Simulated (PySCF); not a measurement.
**Radial density of Rh³⁷⁺ (rhodium, charge +37)**

UHF, [He] 2s2 2p4, high-spin 3P determinant. All numbers are calculated (PySCF 2.14, the spin-free X2C one-electron Hamiltonian (Gaussian nucleus), in an uncontracted even-tempered set (19 s from 13 bohr⁻², ratio 2.2; 12 p from 17 bohr⁻², ratio 2.2; 6 d from 75 bohr⁻², ratio 2.4; 5 f from 110 bohr⁻², ratio 2.4; 4 g from 170 bohr⁻², ratio 2.4)).

| r (bohr) | 4πr²ρ (e/bohr) | 4πr²(ρα − ρβ) |
| --- | --- | --- |
| 0.0317 | 48.87 | 3.3974 |
| 0.0534 | 36.83 | 10.0392 |
| 0.0898 | 46.89 | 16.2837 |
| 0.151 | 32.47 | 9.6291 |
| 0.254 | 3.920 | 1.0525 |
| 0.427 | 0.02526 | 0.0067 |

Densities and radii are taken from the X2C orbitals without a picture-change correction, which distorts them close to the nucleus.

Spin-orbit coupling is strong in this species (close to jj coupling), so the high-spin LS determinant is a model state, not a physical level.
